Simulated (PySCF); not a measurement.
**Broadened absorption spectrum of C3H3Cl2FSi**

C3H3Cl2FSi.
Numbering: `[F:1][C@H:2]([Cl:3])[C:4]#[C:5][SiH2:6][Cl:7]` (hydrogens: H8 on C2; H9, H10 on Si6)

Cartesian coordinates in Å at the GFN2-xTB level; atoms count from 1:
```xyz
10
C3H3Cl2FSi angstrom
F     -2.857   -0.850    0.326
C     -2.182    0.142   -0.316
Cl    -2.511   -0.007   -2.083
C     -0.759    0.053   -0.084
C      0.428   -0.068    0.087
Si     2.253   -0.204    0.390
Cl     2.861    1.539    1.193
H     -2.603    1.099    0.019
H      2.913   -0.411   -0.895
H      2.465   -1.288    1.341
```

Level of theory: TDDFT B3LYP/def2-SVPD, vertical, gas phase, core orbitals frozen in the response in PySCF 2.14.0, density-fitted response routines.

Broadening: Gaussians 0.5 eV wide at half height, area fixed by f = 4.319×10⁻⁹ ∫ε dν̃. The width is an assumption, not a result. The curve ends short of the highest state used, and states not computed would add to its high-energy end.

(E (eV), ε (L mol⁻¹ cm⁻¹)): (4.85, 0), (4.91, 1), (4.98, 3), (5.05, 7), (5.11, 16), (5.18, 36), (5.25, 76), (5.31, 134), (5.38, 238), (5.45, 383), (5.51, 532), (5.58, 712), (5.65, 863), (5.71, 939), (5.78, 946), (5.85, 867), (5.91, 757), (5.98, 627), (6.05, 553), (6.11, 580), (6.18, 766), (6.25, 1168), (6.31, 1719), (6.38, 2621)

(1) Where are the band maxima, and which computed states make them?

(2) On this curve, what absorbance would a 10⁻⁴ mol/L sample give at 248 nm over a 1 cm path?

(3) Coming from long wavelengths, where does ε first pass 100 L mol⁻¹ cm⁻¹?

(4) Does any computed singlet lie in the visible range?

Answers

(1) 216 nm (5.75 eV), ε about 950, made up of S2 (73%) and S3 (18%) (ε in L mol⁻¹ cm⁻¹; maxima over ε = 5, shares over 10%). At its high-energy end, 6.38 eV, the curve is still rising (ε about 2600, from S4 and S5). The states used: S1 5.60 eV (f 0.0019); S2 5.75 eV (f 0.013); S3 5.78 eV (f 0.0033); S4 6.38 eV (f 0.0081); S5 6.67 eV (f 0.087); S6 6.76 eV (f 0.015); S7 6.82 eV (f 0.0047); S8 6.98 eV (f 0.099).

(2) 248 nm is 4.999 eV, where ε is about 3.4 L mol⁻¹ cm⁻¹, so A = ε c l ≈ 0.00034 (Beer–Lambert, with the gas-phase spectrum and the assumed width).

(3) At about 235 nm (5.28 eV), 0.32 eV below S1.

(4) No computed singlet lies in the visible range (380 to 750 nm); the lowest, at 221 nm, stands 2.34 eV above its violet end (3.26 eV).
